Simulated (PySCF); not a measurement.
## Solvent effects on NMR parameters

Structure with atom numbers: `[OH:1][CH2:2][c:3]1[cH:4][cH:5][c:6]([Cl:7])[cH:8][cH:9]1`; H(Xn) means a hydrogen on atom n.

GIAO PBE0/pcSseg-1 in PySCF on one PBE0-D3(BJ)/def2-SVP conformer, non-relativistic, equivalent nuclei averaged. Solvents enter as an IEF-PCM continuum (benzene with ε = 2.3, tetrahydrofuran with ε = 7.4) around the gas-phase geometry. Shifts are referred to TMS computed in the same medium.

In benzene, δ in ppm: C3 148.0, C6 143.9, C5/C8 135.3, C4/C9 132.4, C2 67.5, H(C4)/H(C9) 7.59, H(C5)/H(C8) 7.52, H(C2) 4.75, H(O1) 0.49. Dipole moment 1.79 D.

Q: How does each δ change in the more polar medium?

A: 
| atoms | environment | Δδ, tetrahydrofuran |
| --- | --- | --- |
| C3 | substituted aromatic carbon | +1.2 |
| C6 | aromatic carbon bearing chlorine | -0.5 |
| C5/C8 | aromatic CH | +0.4 |
| C4/C9 | aromatic CH | +0.8 |
| C2 | sp3 CH2 bonded to O, on an aromatic ring | +0.2 |
| H(C4)/H(C9) | hydrogen on an aromatic CH | +0.09 |
| H(C5)/H(C8) | hydrogen on an aromatic CH | +0.07 |
| H(C2) | hydrogen on an sp3 CH2 bonded to O, on an aromatic ring | +0.04 |
| H(O1) | hydrogen on an alcohol oxygen | +0.35 |

Changes are relative to benzene. The dipole moment becomes 2.02 D in tetrahydrofuran.

Q: Which nuclei move most (in ppm), and what does the model miss?

A: C3 (substituted aromatic carbon, +1.2 ppm) in tetrahydrofuran. A continuum only polarises the solute; specific hydrogen bonds, the anisotropy of aromatic solvents and changes of geometry or conformer are outside it.
